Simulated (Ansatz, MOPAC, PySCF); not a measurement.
Positional isomers: propene amino. All species are isolated molecules in the gas phase. One relaxed conformer stands for each flexible species; it need not be the lowest. Strings in code marks are SMILES.

Quantity: vertical ionisation energy (energy after one electron is removed minus that of the parent at the parent's geometry), in eV.

Level 1: frozen-core MP2/cc-pVTZ // r2SCAN-D4/def2-TZVP (Ansatz, an electronic-structure program)
Level 2: PBE/6-31G* // r2SCAN-D4/def2-TZVP (PySCF)
Level 3: SVWN5/6-31G* // r2SCAN-D4/def2-TZVP (PySCF)
Level 4: minus the HOMO energy of PM3 // r2SCAN-D4/def2-TZVP (MOPAC)

```csv
species,level 1,level 2,level 3,level 4
`C/C=C\N`,8.20,7.60,7.78,8.44
`C=C(C)N`,8.33,7.78,7.99,8.56
`C/C=C/N`,8.19,7.58,7.74,8.48
```
